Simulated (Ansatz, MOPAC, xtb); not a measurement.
The molecule TcS, multiplicity 6 (lowest of 2S+1 = 2, 4, 6, 8 at CCSD(T)/def2-TZVPP on PBE0 minima; our sources give no spin for the ground state, which may be another). No spin–orbit coupling. The T1 diagnostic near the minimum is 0.049, so single-reference values are doubtful.

The constants come from a fifth-degree fit in 1/R (seven points, main isotopes). In def2 and cc sets the state is the lowest found near the PBE0 minimum, followed along R.

The state that PM6, PM7 reach isn't checked; PM7 holds dispersion and hydrogen-bond terms.

Codes used: Ansatz (Gaussian basis) for Hartree–Fock, density functionals and correlated methods; MOPAC for PM6, PM7 (differences of heats of formation); xtb for the GFN methods. Values without a source in brackets are computed. In def2 rows elements past Kr take small-core potentials, without spin–orbit coupling. The GFN methods have no spin term and hold the electronic entropy of 300 K.

```csv
level,r_e (Å),ω_e (cm⁻¹),ω_e x_e (cm⁻¹),dipole (D)
PM6,2.148,562,0.92,-
PM7,2.196,525,1.4,-
GFN2-xTB,2.172,516,3.0,-
PBE/def2-TZVPP,2.118,?,1.5,3.88
r2SCAN/def2-TZVPP,2.112,521,1.5,4.28
B3LYP/def2-TZVPP,2.126,504,1.5,4.44
wB97X-V/def2-TZVPP,2.100,539,1.3,5.18
wB97M-V/def2-TZVPP,?,?,1.4,5.08
```

What belongs in the gaps?


- wB97M-V/def2-TZVPP, r_e (Å): 2.106
- wB97M-V/def2-TZVPP, ω_e (cm⁻¹): 528
- PBE/def2-TZVPP, ω_e (cm⁻¹): 508

Ansatz is a program for electronic structure.
